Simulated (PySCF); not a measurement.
Choosing a molecule for a target property.

All species are isolated and taken at one optimised geometry, non-relativistic unless stated; the electronic structure was computed with PySCF and density fitting.

The conformers computed, where there is a choice (atom-mapped SMILES and torsion angles):
- `[CH3:1][CH2:2]/[C:3](=[CH:4]\[N:5]([CH3:6])[CH3:7])[CH2:8][CH2:9][F:10]`: C1–C2–C3–C4 55°, C3–C4–N5–C6 -166°, C2–C3–C8–C9 74°, C3–C8–C9–F10 180°
- `[CH3:1][O:2][CH2:3][C@@H:4]1[CH:5]=[CH:6][C@H:7]1[NH:8][CH:9]=[O:10]`: C1–O2–C3–C4 179°, O2–C3–C4–C5 -80°, C6–C7–N8–C9 -141°, C7–N8–C9–O10 2°
- `[CH2:1]=[C:2]([CH3:3])[Si@@H:4]1[CH2:5][C@@H:6]1[O:7][CH3:8]`: C1–C2–Si4–C5 -165°, C5–C6–O7–C8 -161°
- `[CH3:1][O:2][C@@H:3]([CH3:4])[CH2:5][O:6][CH:7]([F:8])[F:9]`: C1–O2–C3–C4 170°, O2–C3–C5–O6 -61°, C3–C5–O6–C7 176°, C5–O6–C7–F8 59°
- `[CH3:1][NH:2][P:3]1(=[N:4][SiH3:5])[CH:6]=[CH:7][CH:8]=[CH:9]1`: C1–N2–P3–N4 -169°

(1) Wanted: HOMO energy above -6.3 eV (PBE0/pcSseg-1) and dipole moment above 2 D (PBE0/pcSseg-1), at GFN2-xTB geometries. Which candidate meets both?
A. `CC/C(=C\N(C)C)CCF`
B. `C=C(C)[Si@@H]1C[C@@H]1OC`
C. `COC[C@@H]1C=C[C@H]1NC=O`
D. `CNP1(=N[SiH3])C=CC=C1`
E. `CO[C@@H](C)COC(F)F`

Results:

(1) A. Computed values:
| species | HOMO energy | dipole moment |
| --- | --- | --- |
| CO[C@@H](C)COC(F)F | -7.58 eV | 1.42 D |
| COC[C@@H]1C=C[C@H]1NC=O | -7.24 eV | 2.65 D |
| CNP1(=N[SiH3])C=CC=C1 | -6.49 eV | 4.46 D |
| C=C(C)[Si@@H]1C[C@@H]1OC | -6.03 eV | 0.97 D |
| CC/C(=C\N(C)C)CCF | -5.67 eV | 2.87 D |
